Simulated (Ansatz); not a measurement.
Reaction (ligand exchange at the Al–Br bond): `[SH][Al]([Cl])[Br]` + H–F → `[F][Al]([SH])[Cl]` + HBr

Gas-phase electronic energies from Ansatz, PBE0-D4/def2-TZVP geometries. CCSD(T)/CBS is the MP2 limit (def2-TZVPP, def2-QZVPP) plus CCSD(T) − MP2 in def2-TZVPP, frozen cores. This one scheme is used for every species. DFT in def2-TZVPP. B3LYP here is the variant with VWN-RPA as its local correlation; programs differ in this. HSE06 is defined as in plane-wave codes. For Br outer-core shells are correlated without core-valence functions, which leaves a few kJ/mol of doubt a bond. Scalar relativity is left out up to krypton. Each species was taken in one conformer, which may not be the lowest.

```json
{"level": "LDA (SPW92)", "ΔE (kJ/mol)": "-20.3", "difference from CCSD(T)/CBS": "-3.5"}
{"level": "PBE-D4", "ΔE (kJ/mol)": "-17.2", "difference from CCSD(T)/CBS": "-0.4"}
{"level": "revPBE-D4", "ΔE (kJ/mol)": "-16.0", "difference from CCSD(T)/CBS": "0.8"}
{"level": "B3LYP-D4", "ΔE (kJ/mol)": "-25.0", "difference from CCSD(T)/CBS": "-8.2"}
{"level": "ωB97M-V", "ΔE (kJ/mol)": "-21.9", "difference from CCSD(T)/CBS": "-5.1"}
{"level": "BLYP", "ΔE (kJ/mol)": "-36.5", "difference from CCSD(T)/CBS": "-19.7"}
{"level": "r2SCANh", "ΔE (kJ/mol)": "-21.5", "difference from CCSD(T)/CBS": "-4.7"}
{"level": "HSE06", "ΔE (kJ/mol)": "-15.5", "difference from CCSD(T)/CBS": "1.3"}
{"level": "CAM-B3LYP", "ΔE (kJ/mol)": "-34.2", "difference from CCSD(T)/CBS": "-17.4"}
{"level": "MP2/def2-TZVPP", "ΔE (kJ/mol)": "-15.8", "difference from CCSD(T)/CBS": "1.0"}
{"level": "CCSD(T)/CBS", "ΔE (kJ/mol)": "-16.8", "difference from CCSD(T)/CBS": "0"}
```

Largest T1 diagnostic among the species: 0.011.

From PBE to PBE0 (25 % exact exchange), in def2-TZVPP and without D4, ΔE moves by +4.8 kJ/mol. The D4 term adds +6.5 kJ/mol with B3LYP and +3.5 kJ/mol with PBE0; it sums over pairs of atoms, weighted by their polarisabilities, and B3LYP, whose exchange is more repulsive, gets the larger term. Leaving LDA and LC-ωPBE aside and taking each functional with its dispersion term where it has one, the values, not all of them listed here, spread over 18.3 kJ/mol, from CAM-B3LYP-D4 to HSE06-D4.
